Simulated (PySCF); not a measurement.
## Telling isomers of C$_{3}$H$_{14}$OSi$_{3}$ apart by NMR

PySCF 2.14 calculation with GIAO PBE0/pcSseg-1 shieldings and coordinates at the PBE0-D3(BJ)/def2-SVP level; one computed conformer, non-relativistic Hamiltonian, rapidly exchanging positions averaged, gas phase.

δ = σ(ref) − σ, references computed at the same level: TMS for $^{1}$H (σref 31.27) and $^{13}$C (σref 184.41). Where no couplings were computed, multiplicities follow the n + 1 count of equivalent neighbours, and m marks all less simple cases (inequivalent or close neighbours, rings, F or P nearby). Shifts are as computed. Against solution values, carbons near 30 ppm lie about +2 ppm off and those near 130 ppm about +5 ppm. Of 1309 compounds with measured shifts, 239 miss one by over three times the rms of a fit or turn the order of signals round; such compounds aren't used in these exercises.

(1) Tabulate the signals of `CC(C)[Si@@H]([SiH3])O[SiH3]`, `CC(C)O[SiH2][SiH2][SiH3]` and their relative energies.

(2) What is the quickest way to tell CC(C)[Si@@H]([SiH3])O[SiH3] from CC(C)O[SiH2][SiH2][SiH3]?

## Answers

(1) 
```tsv
SMILES	carbon types	δC	δH	E rel. (kcal/mol)
CC(C)[Si@@H]([SiH3])O[SiH3]	1×CH 2×CH3	20.2, 18.2, 16.2	5.02 (s, 3H), 5.02 (m, 1H), 3.40 (d, 3H), 1.24 (d, 3H), 1.04 (m, 1H), 0.85 (d, 3H)	0.0
CC(C)O[SiH2][SiH2][SiH3]	1×CH 2×CH3	71.3, 25.3	5.25 (t, 2H), 3.64 (t, 3H), 3.59 (sept, 1H), 3.41 (m, 2H), 1.18 (d, 6H)	28.3
```

Energies are electronic energies at PBE0/pcSseg-1 on these geometries, without zero-point or thermal terms, each for the one conformer computed, which needn't be the lowest.

(2) Count the carbon signals: 3 against 2. The first has an sp3 CH bonded to Si at 18.2 ppm, the second an sp3 CH bonded to O at 71.3 ppm. Their most deshielded carbons lie at 20.2 and 71.3 ppm.
